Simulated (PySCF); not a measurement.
# [Lu(H2O)]3+ at several levels of theory

Computed with PySCF 2.14.0 (density fitting, no spin-orbit coupling) at the geometry relaxed with B3LYP:

```xyz
4
[Lu(H2O)]3+ (singlet)
Lu    0.0000    0.0000   -0.0221
O     0.0000    0.0000    2.0576
H     0.7875    0.0000    2.6922
H    -0.7875    0.0000    2.6922
```

```
level                                              basis    state  HOMO (eV)  gap (eV)  charge on Lu1 (e)  population of f-type functions on Lu1 (core shells left out)  dipole about the centre of mass (D)  largest force component (eV/Å)
B3LYP     Lu def2-SVP with ECP28, O def2-SVP, H def2-SVP  singlet     -28.65      7.01               2.55                                                         14.02                                 3.80                            0.01
 BP86                                           the same  singlet     -27.41      5.30               2.52                                                         14.02                                 4.05                            0.52
  PBE                                           the same  singlet     -27.30      5.14               2.51                                                         14.02                                 4.07                            0.45
 TPSS                                           the same  singlet     -27.35      5.38               2.53                                                         14.02                                 4.00                            0.39
B3LYP  Lu def2-TZVP with ECP28, O def2-TZVP, H def2-TZVP  singlet     -28.65      6.99               2.59                                                         14.02                                 3.87                            0.58
B3LYP          Lu x2c-SVPall, O x2c-SVPall, H x2c-SVPall  singlet     -28.60      7.25               2.53                                                         14.02                                 3.68                            0.09
```

Charges are Mulliken's, which hang on the basis. The relaxation used the grid (50, 194), these runs (75, 302) or, all-electron (x2c bases, spin-free X2C Hamiltonian), (99, 590).

Q: What does TPSSh with Lu def2-SVP with ECP28, O def2-SVP, H def2-SVP give here?

A: state singlet, HOMO (eV) -27.99, gap (eV) 6.48, charge on Lu1 (e) 2.56, population of f-type functions on Lu1 (core shells left out) 14.02, dipole about the centre of mass (D) 3.85, largest force component (eV/Å) 0.20. Time: 5.7 s on 2 threads of Arm Neoverse V1, on a shared host, from an already converged density.

In the first row's basis the gap widens with exact exchange: 5.1 to 5.4 eV for PBE, BP86, TPSS (none); 6.5 to 7.0 eV for TPSSh, B3LYP (a fixed share).
